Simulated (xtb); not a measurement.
(E)-2-chloro-1-fluoroprop-1-ene (C3H4ClF), SMILES C/C(Cl)=C\F. All values are semi-empirical tight-binding results from xtb (GFN2-xTB unless named), good for trends rather than for accurate numbers. The structure is a stationary point at GFN2-xTB.

Optimised geometry:

Bond lengths (Å): C1–C2 1.488, C1–H6 1.089, C1–H7 1.087, C1–H8 1.089, C2–Cl3 1.728, C2–C4 1.325, C4–F5 1.345, C4–H9 1.078. Angles (°): C2–C1–H6 110.1, C2–C1–H7 109.8, C2–C1–H8 110.1, H6–C1–H7 109.4, H6–C1–H8 108.0, H7–C1–H8 109.4, C1–C2–Cl3 116.0, C1–C2–C4 126.1, Cl3–C2–C4 117.9, C2–C4–F5 121.1, C2–C4–H9 126.2, F5–C4–H9 112.7.
Charge 0, spin multiplicity 1.

```yaml
point_group_as_xtb_finds_it: Cs
orbital_gap: 4.66 eV
dipole_moment: 0.85 D
zero_point_energy: 38.6 kcal/mol
G − E(el) at 298.15 K (modified RRHO): 20.0 kcal/mol
static polarisability (D4 model): 52.0 bohr³
solvation energy, GFN2-xTB/ALPB(water): -2.0 kcal/mol
solvation energy, GFN2-xTB/ALPB(chcl3): -4.5 kcal/mol
```

### Question
Give the atomic charges and the Wiberg bond orders between heavy atoms. (The exact figures need the calculation; the answer reports its results.)

### Answer
charges (e) C1 -0.12, C2 0.08, Cl3 -0.16, C4 0.10, F5 -0.21, H6 0.08, H7 0.08, H8 0.08, H9 0.07. Bond orders C1–C2 1.04, C2–Cl3 0.98, C2–C4 1.81, C4–F5 0.97.
